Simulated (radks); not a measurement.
The nuclear charge of neutral phosphorus is varied continuously with 15 electrons held in [Ne] 3s2 3p3. All-electron calculation, scalar-relativistic Kohn-Sham, PBEsol, spin-polarised, spherical densities, finite nucleus; open shells are filled with parallel spins first; Fermi nuclear charge, rms radius 3.1889 fm. Program: a radial shooting solver on a logarithmic mesh with Libxc functionals. By the Hellmann-Feynman theorem dE/dZ = E(electron-nucleus)/Z, the electronic potential at the nucleus (averaged over a nucleus of fixed radius). The scalar-relativistic energy here is not variational (the density holds large components alone), so the two differ by a part that grows with Z.

| Z | E (hartree) | E(electron-nucleus)/Z (hartree) | HOMO | e(HOMO) (eV) | <r> HOMO (bohr) |
|---|---|---|---|---|---|
| 14.8 | -330.60550 | -53.3963 | 3p | -4.386 | 2.457 |
| 14.9 | -335.96975 | -53.8643 | 3p | -5.293 | 2.389 |
| 15 | -341.38082 | -54.3319 | 3p | -6.242 | 2.326 |
| 15.1 | -346.83867 | -54.7993 | 3p | -7.232 | 2.268 |
| 15.2 | -352.34328 | -55.2663 | 3p | -8.261 | 2.213 |
| 15.3 | -357.89461 | -55.7331 | 3p | -9.329 | 2.162 |
| 15.4 | -363.49264 | -56.1997 | 3p | -10.436 | 2.114 |
| 15.5 | -369.13736 | -56.6661 | 3p | -11.580 | 2.068 |
| 15.6 | -374.82875 | -57.1324 | 3p | -12.761 | 2.025 |
| 15.7 | -380.56679 | -57.5984 | 3p | -13.979 | 1.984 |
| 15.8 | -386.35146 | -58.0644 | 3p | -15.234 | 1.945 |
| 15.9 | -392.18277 | -58.5302 | 3p | -16.524 | 1.907 |
| 16 | -398.06069 | -58.9960 | 3p | -17.850 | 1.872 |

The central difference of E at Z = 15 is -54.345 hartree, to compare with the third column; the second derivative is -4.68 hartree.
